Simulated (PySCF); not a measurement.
Species: C₄H₁₀ClSi₂ (doublet state).
Numbering: `[CH3:1][CH2:2][Si@:3]1([Cl:4])[CH:5][SiH2:6][CH2:7]1` (hydrogens: H8, H9, H10 on C1; H11, H12 on C2; H13 on C5; H14, H15 on Si6; H16, H17 on C7)

Cartesian coordinates in Å at the GFN2-xTB level; atoms count from 1:
```
atom  x, y, z in Å
C1     2.017    0.738    0.322
C2     1.692   -0.742    0.168
Si3   -0.162   -1.064   -0.137
Cl4   -0.431   -3.089   -0.169
C5    -0.952   -0.129   -1.559
Si6   -2.085    0.925   -0.498
C7    -1.396   -0.099    0.977
H8     3.087    0.883    0.466
H9     1.499    1.158    1.181
H10    1.709    1.291   -0.562
H11    2.017   -1.279    1.060
H12    2.266   -1.150   -0.665
H13   -0.946   -0.313   -2.622
H14   -1.724    2.345   -0.448
H15   -3.522    0.780   -0.747
H16   -2.141   -0.728    1.456
H17   -0.933    0.487    1.765
```

The hyperfine couplings belong to this conformer and change with its torsions.

The calculation used PySCF 2.14.0, UKS B3LYP, pcH-1 on C Cl H Si, non-relativistic, mean-field spin-orbit, GIAO. Geometry: GFN2-xTB, one conformer, isolated molecule. A GFN2-xTB geometry isn't a minimum of the functional, and hyperfine couplings can be far from their values at a DFT geometry. The SCF solution wasn't tested for stability.

Q: Match the computed a_iso(29Si) values +39.5, +31.2 MHz with the sites Si3; Si6.

A: 
```json
{"site": "Si3", "a_iso (MHz)": "+31.2", "ρ(0) (bohr⁻³)": "-0.0352", "position": "1 bond from C5", "distance from C5 (Å)": "1.88", "spin population": "0.00", "largest |T| (MHz)": "4.6"}
{"site": "Si6", "a_iso (MHz)": "+39.5", "ρ(0) (bohr⁻³)": "-0.0445", "position": "1 bond from C5", "distance from C5 (Å)": "1.88", "spin population": "-0.04", "largest |T| (MHz)": "3.0"}
```

ρ(0) is the spin density at the nucleus and T the dipolar tensor; a_iso includes a spin–orbit part; entries for several nuclei are means. The largest Mulliken spin population is on C5 (+0.97). The angles at C5 add up to 358.3°, so it is nearly planar; its axial dipolar tensor and the negative coupling of its proton fit spin in a p orbital normal to that plane.

The spin density at the nucleus, in bohr⁻³, is negative for Si6 (-0.0445), Si3 (-0.0352) and H13 (-0.0118), for instance. A restricted open-shell determinant has no negative spin density anywhere; here it arises because α and β orbitals differ (spin polarisation).

Means are taken over nuclei equivalent by connectivity, which assumes that they swap fast.
